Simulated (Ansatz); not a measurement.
Born–Oppenheimer molecular dynamics of C₂H₁₀FN₃Si (17 atoms, charge 0, multiplicity 1). It starts from a relaxed structure.

These are results of RKS PBE/6-31G in Ansatz, not measurements.

```json
{"ensemble": "NVT, Nosé–Hoover chain", "time step": "0.5 fs", "steps asked": "150", "set temperature": "500 K", "thermostat": "time constant 20 fs, chain length 3", "seed": "239078"}
```

First frame:

```xyz
17
Properties=species:S:1:pos:R:3
Si -0.014 0.086 0.116
N 0.123 -0.137 1.853
H -0.565 -0.662 2.383
H 0.820 0.347 2.411
N 1.625 0.057 -0.481
H 2.351 -0.474 -0.009
H 1.860 0.369 -1.418
N -0.793 1.460 -0.677
C -2.213 1.464 -1.040
H -2.615 0.442 -0.977
H -2.812 2.127 -0.380
H -2.343 1.821 -2.082
C -0.126 2.758 -0.811
H -0.189 3.123 -1.857
H -0.590 3.532 -0.161
H 0.938 2.669 -0.539
F -1.071 -1.203 -0.297
```

What does the run give?

All steps were run.

```yaml
steps_done: 150
time_covered: 75 fs
mean_temperature_over_the_second_half: 459 K
spread_of_the_potential_energy_over_the_second_half: 7.2 meV per atom
mean_potential_energy_of_the_second_half_above_the_start: 51.7 meV per atom
```

The conserved energy stayed within 0.57 meV per atom of its start (net change 0.38 meV per atom), so the integration is sound. A run of 0.075 ps of so small a system gives no equilibrium averages. Limits of this set-up: no polarisation functions.

What happens to the structure?

The same pairs are bonded in the first frame and the last. Pairs count as bonded within 1.25 times the sum of covalent radii (0.12 Å more for H–H). This is one draw of velocities; another would differ in detail.

How do temperature and energy run in time?


| time (fs) | T (K) | potential energy less start (eV) | conserved less start (meV/atom) |
| --- | --- | --- | --- |
| 0 | 500 | 0.000 | 0.00 |
| 3.5 | 340 | 0.316 | 0.18 |
| 7 | 250 | 0.504 | 0.23 |
| 10.5 | 283 | 0.466 | 0.16 |
| 14 | 247 | 0.579 | 0.15 |
| 17.5 | 270 | 0.584 | 0.10 |
| 21 | 307 | 0.584 | 0.23 |
| 24.5 | 271 | 0.735 | 0.28 |
| 28 | 234 | 0.848 | 0.17 |
| 31.5 | 265 | 0.827 | 0.19 |
| 35 | 325 | 0.759 | 0.23 |
| 38.5 | 297 | 0.863 | 0.36 |
| 42 | 384 | 0.752 | 0.24 |
| 45.5 | 426 | 0.727 | 0.07 |
| 49 | 286 | 1.056 | 0.32 |
| 52.5 | 404 | 0.897 | 0.35 |
| 56 | 521 | 0.756 | 0.26 |
| 59.5 | 471 | 0.931 | 0.29 |
| 63 | 572 | 0.802 | 0.22 |
| 66.5 | 544 | 0.931 | 0.48 |
| 70 | 513 | 1.046 | 0.43 |
| 73.5 | 602 | 0.910 | 0.23 |

The run took 16 min on 1 thread of Arm Neoverse V1, with other jobs on the host, peak memory 0.16 GiB.
